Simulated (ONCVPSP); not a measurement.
Configuration tests for Ti (ONCV)

ONCVPSP 4.0.1 input, shortened (lines: element, Z, core and valence counts, functional; n l f; lmax; l rc ep ncon nbas qcut; lloc lpopt rc5 dvloc0; l nproj debl; icmod fcfact rcfact), PBE, scalar-relativistic:

```
  Ti 22.00    3    4        4      upf
    1    0    2.00
    2    0    2.00
    2    1    6.00
    3    0    2.00
    3    1    6.00
    3    2    2.00
    4    0    2.00
    3
    0    1.80    0.00    4    8    5.20
    1    1.60    0.00    5    8    8.50
    2    1.55    0.00    4    9   10.90
    3    1.60    0.03    5    8    7.70
    4    5    1.40    1.00
    0    2    3.00
    1    1    1.20
    2    2    3.00
    3    1    0.40
    0    0.00    0.00
```

Energies are relative to the spin-unpolarised reference configuration 3s2 3p6 3d2 4s2; without spin polarisation the order of configurations can differ from experiment.

Give the all-electron excitation energy and the error of the potential for: 3s2 3p6 3d2 4s1; 3s2 3p6 3d2 4s0; 3s2 3p6 3d1 4s0; 3s2 3p6 3d3 4s0.

```
valence configuration  charge  ΔE all-electron (eV)  error AE − PS (meV)
      3s2 3p6 3d2 4s1      +1                 7.347                 -0.4
      3s2 3p6 3d2 4s0      +2                20.919                 -1.2
      3s2 3p6 3d1 4s0      +3                47.867                  +16
      3s2 3p6 3d3 4s0      +1                 7.395                  +10
```

Levels in the configuration 3s2 3p6 3d1 4s0:

| level | all-electron (eV) | pseudo (eV) |
| --- | --- | --- |
| 3s | -95.044 | -95.124 |
| 3p | -70.922 | -70.900 |
| 3d | -34.691 | -34.625 |
